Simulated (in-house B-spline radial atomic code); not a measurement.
The numbers below are computed, except where a source is named.
## Making a Troullier-Martins p channel for Ga, r_c = 3.54 bohr

Ga, [Ar] 3d10 4s2 4p1, non-relativistic LDA (VWN5), spherical and spin-unpolarised, from an all-electron radial atomic-structure program (B-spline basis) (atomic units). The all-electron 4p level is ε = -0.101634 hartree, its outermost node lies just inside 0.89 bohr and its outer maximum at 2.53 bohr.

Inside r_c the pseudo-orbital is u(r) = r^2 exp(p(r)), with p = c0 + c2 r² + c4 r⁴ + … + c12 r¹². The seven coefficients follow from p and its first four derivatives at r_c, from zero curvature of the screened potential at the origin, c4 = −c2²/(2l + 5), and from the norm inside r_c. At r_c the all-electron orbital has P = 0.4937054, P' = -0.1111148, the screened potential V = -0.2213283, V' = 0.1290453, V'' = -0.1114744, and the norm inside is Q = 0.6182264.

What are p, p' and p'' at r_c?

p = ln(P/r_c^2) = ln(0.4937054/12.5316) = -3.23407. p' = P'/P − 2/r_c = -0.22506 − 0.56497 = -0.79003. The radial equation gives p'' = 2(V − ε) − 2(2) p'/r_c − p'² = -0.23939 − (-0.89269) − 0.62415 = 0.02915. Differentiating, p''' = 2V' + 2(2)p'/r_c² − 2(2)p''/r_c − 2p'p'' = 0.019039, and p'''' = 2V'' − 4(2)p'/r_c³ + 4(2)p''/r_c² − 2(2)p'''/r_c − 2p''² − 2p'p''' = -0.054998.

For a trial c2 the five matching conditions are linear in c0, c6, c8, c10 and c12, and c2 is varied until the norm inside r_c equals Q. The root nearest zero gives:

```
 n           c_n
 0     -1.344387
 2    -0.1708815
 4  -0.004171498
 6    0.00100894
 8  -6.36662e-05
10  1.848523e-06
12  -2.06304e-08
```

Check c4 and p(r_c), and find the screened pseudopotential at the origin.

−c2²/7 = -0.0041715, as listed. The terms c_n r_c^n are -1.34439, -2.14142, -0.65510, 1.98557, -1.57013, 0.57129, -0.07990, which sum to -3.23407. Inverting the radial equation, V_l(r) = ε + 2 p'/r + (p'' + p'²)/2, so V_l(0) = ε + (2l + 3) c2 = -0.101634 + 5 × (-0.170881) = -0.9560 hartree, finite where the all-electron potential diverges.

Orbitals and screened potentials:

| r (bohr) | P | u | V all-electron | V pseudo |
| --- | --- | --- | --- | --- |
| 0.354 | -0.1506 | 0.03198 | -31.9 | -0.9555 |
| 0.885 | 0.007537 | 0.1782 | -4.592 | -0.938 |
| 1.416 | 0.3512 | 0.3675 | -1.563 | -0.8582 |
| 1.947 | 0.5182 | 0.5085 | -0.7744 | -0.6933 |
| 2.478 | 0.5641 | 0.561 | -0.4641 | -0.4869 |
| 3.009 | 0.5445 | 0.5443 | -0.3097 | -0.3174 |
| 3.54 | 0.4937 | 0.4937 | -0.2213 | -0.2213 |

Logarithmic derivatives P'/P at R = 3.84 bohr, for energies E around ε:

```json
{"E − ε (hartree)": "-0.5", "all-electron": "0.923258", "pseudo": "0.921618"}
{"E − ε (hartree)": "-0.25", "all-electron": "0.563738", "pseudo": "0.562193"}
{"E − ε (hartree)": "-0.1", "all-electron": "0.197831", "pseudo": "0.197077"}
{"E − ε (hartree)": "0", "all-electron": "-0.259812", "pseudo": "-0.259812"}
{"E − ε (hartree)": "0.1", "all-electron": "-1.52336", "pseudo": "-1.5351"}
{"E − ε (hartree)": "0.25", "all-electron": "4.04217", "pseudo": "3.8039"}
{"E − ε (hartree)": "0.5", "all-electron": "0.890849", "pseudo": "0.823516"}
```
